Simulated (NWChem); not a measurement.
# GeH2Cl2; SMILES [Cl][GeH2][Cl]

```xyz
5

Ge     0.0000     0.0000    -0.6047
Cl    -1.7444     0.0000     0.6526
Cl     1.7444     0.0000     0.6526
H      0.0000     1.2951    -1.4199
H      0.0000    -1.2951    -1.4199
```
Atoms are numbered in this order, from 1.

The geometry was optimised at PBE0/def2-SVP.

Symmetry labels are those of C2v in the frame above (b1 and b2, or b-type labels, depend on it).

### Question
List the 4 lowest vertical singlet excitations from B3LYP/def2-SVPD, TDA (NWChem).

### Answer
```json
[
 {"state": "S1", "energy (eV)": "6.44", "oscillator strength": "0.026", "symmetry": "b2", "leading excitation (squared amplitude)": "HOMO → LUMO (0.97)"},
 {"state": "S2", "energy (eV)": "6.67", "oscillator strength": "0.028", "symmetry": "b1", "leading excitation (squared amplitude)": "HOMO−1 → LUMO (0.92)"},
 {"state": "S3", "energy (eV)": "6.75", "oscillator strength": "0.000", "symmetry": "a2", "leading excitation (squared amplitude)": "HOMO−2 → LUMO (0.96)"},
 {"state": "S4", "energy (eV)": "6.93", "oscillator strength": "0.029", "symmetry": "a1", "leading excitation (squared amplitude)": "HOMO−3 → LUMO (0.97)"}
]
```
